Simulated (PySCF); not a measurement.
Ga(F)2(OSiH3) (F₂GaH₃OSi), SMILES [Ga]([F])([F])[O][SiH3]. Atoms are numbered in the order given.

```xyz
8

Ga    -0.0142     0.7301     0.0000
F     -1.1283     2.0625     0.0000
F      1.6884     1.0975     0.0000
O     -0.6026    -0.9219     0.0000
Si    -0.0160    -2.4876     0.0000
H      0.8146    -2.7319    -1.2143
H     -1.1845    -3.4072     0.0000
H      0.8146    -2.7319     1.2143
```
Charge 0, spin multiplicity 1.

Geometry optimised at B3LYP-D3(BJ)/def2-SVP. The structure was generated by enumeration; whether it is a known compound was not checked. The values are those of a single conformer.

Level of theory: PySCF 2.14.0 with TDDFT-B3LYP/def2-SVPD.

Vertical excitations. The molecule is in vacuum. State labels are in the subgroup Cs.

```json
[
 {"state": "S1", "symmetry": "A\"", "energy (eV)": "5.52", "λ (nm)": "224", "f": "0.005", "main pairs": "HOMO→LUMO 98 %"},
 {"state": "S2", "symmetry": "A'", "energy (eV)": "5.68", "λ (nm)": "218", "f": "0.019", "main pairs": "HOMO−1→LUMO 98 %"},
 {"state": "S3", "symmetry": "A\"", "energy (eV)": "7.08", "λ (nm)": "175", "f": "0.000", "main pairs": "HOMO−1→LUMO+1 97 %"},
 {"state": "S4", "symmetry": "A'", "energy (eV)": "7.14", "λ (nm)": "174", "f": "0.024", "main pairs": "HOMO→LUMO+1 84 %"},
 {"state": "S5", "symmetry": "A'", "energy (eV)": "7.28", "λ (nm)": "170", "f": "0.001", "main pairs": "HOMO−2→LUMO 55 %, HOMO−4→LUMO 36 %"},
 {"state": "S6", "symmetry": "A\"", "energy (eV)": "7.35", "λ (nm)": "169", "f": "0.001", "main pairs": "HOMO−3→LUMO 94 %"},
 {"state": "S7", "symmetry": "A\"", "energy (eV)": "7.45", "λ (nm)": "166", "f": "0.000", "main pairs": "HOMO−6→LUMO 98 %"},
 {"state": "S8", "symmetry": "A'", "energy (eV)": "7.52", "λ (nm)": "165", "f": "0.046", "main pairs": "HOMO−4→LUMO 59 %, HOMO−2→LUMO 31 %"},
 {"state": "S9", "symmetry": "A'", "energy (eV)": "7.58", "λ (nm)": "164", "f": "0.131", "main pairs": "HOMO−5→LUMO 88 %"},
 {"state": "S10", "symmetry": "A\"", "energy (eV)": "7.97", "λ (nm)": "156", "f": "0.000", "main pairs": "HOMO→LUMO+2 97 %"},
 {"state": "T1", "symmetry": "A\"", "energy (eV)": "5.27", "λ (nm)": "235", "f": "0", "main pairs": "HOMO→LUMO 95 %"},
 {"state": "T2", "symmetry": "A'", "energy (eV)": "5.36", "λ (nm)": "231", "f": "0", "main pairs": "HOMO−1→LUMO 94 %"},
 {"state": "T3", "symmetry": "A'", "energy (eV)": "6.76", "λ (nm)": "183", "f": "0", "main pairs": "HOMO→LUMO+1 94 %"},
 {"state": "T4", "symmetry": "A'", "energy (eV)": "6.95", "λ (nm)": "178", "f": "0", "main pairs": "HOMO−4→LUMO 66 %, HOMO−2→LUMO 27 %"}
]
```
Triplets are in the Tamm–Dancoff approximation, which puts them higher than full response would, so one can lie above its singlet here.
